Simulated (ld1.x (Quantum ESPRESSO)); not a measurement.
**tin (Sn): one change to a TM potential, before and after**

* Element: Sn
* Generator: ld1.x (Quantum ESPRESSO) 7.5
* Type: norm-conserving Troullier–Martins (Kleinman–Bylander form)
* Functional: PBE
* Relativity: scalar-relativistic
* Frozen core: [Kr]
* Valence charge: 14
* Reference configuration: 4d10 5s2 5p2
* Partial waves: 5s (bound): rc 1.65 bohr; 5p (bound): rc 1.80 bohr; 4d (bound): rc 0.90 bohr
* Local potential: all-electron potential smoothed inside 1.55 bohr (lloc = -1)
* Core correction: none

All-electron outer shells of the reference configuration (PBE, scalar-relativistic, ld1.x):

| shell | level (eV) | outermost node (bohr) | outermost maximum (bohr) |
| --- | --- | --- | --- |
| 4s | -133.93 | 0.40 | 0.74 |
| 4p | -89.70 | 0.41 | 0.79 |
| 4d | -25.84 | 0.39 | 0.88 |
| 5s | -10.55 | 0.98 | 2.01 |
| 5p | -3.69 | 1.09 | 2.55 |

Change: all radii scaled by about 0.92 (s 1.52, p 1.66, d 0.82 bohr); local potential all-electron potential smoothed inside 1.42 bohr (lloc = -1).

Cutoffs: the cutoffs (Ry, on a coarse ladder) from which the occupation-weighted sum of valence levels, in a spherical-Bessel basis at the reference potential, stays within 10 and 1 mRy of its value at 400 Ry; they do not see the model core or the augmentation charge, which bear on the density cutoff. Errors are all-electron minus pseudo energies relative to the spin-unpolarised reference configuration.

Question: How do hardness, ghosts and transferability respond?

Answer: The bound ghosts move from s to p, s; of the 7 tests that both files solve, the error grows in 6 and shrinks in 0 by more than 15 % and 0.3 meV (median size 6.3 → 36.5 meV). That the errors move this way runs against the usual rule that smaller radii transfer better.

```tsv
quantity	base	changed
cutoff, loose	160 Ry	230 Ry
cutoff, tight	300 Ry	over 300 Ry
loose cutoff by channel (10 mRy a level)	s 25 Ry, p 10 Ry, d 100 Ry	s 35 Ry, p 12 Ry, d 160 Ry
bound ghosts	s	s, p
error for 4d10 5s2 5p1, meV [ΔE 6.87 eV]	+4.7	-27
error for 4d10 5s2 5p0, meV [ΔE 20.83 eV]	+2.0	+2.9
error for 4d10 5s1 5p0, meV [ΔE 51.80 eV]	+31	+36
error for 4d10 5s1 5p2, meV [ΔE 14.52 eV]	+31	-111
error for 4d10 5s1 5p3, meV [ΔE 6.98 eV]	+6.3	-49
error for 4d10 5s0 5p0, meV [ΔE 92.92 eV]	+137	+155
error for 4d10 5s2 5p1.5, meV [ΔE 2.62 eV]	+0.9	-13
```

 A true bound ghost makes a file unfit for plane-wave use even where its test errors are small: the radial tests pick states by their node count and pass the ghost by.
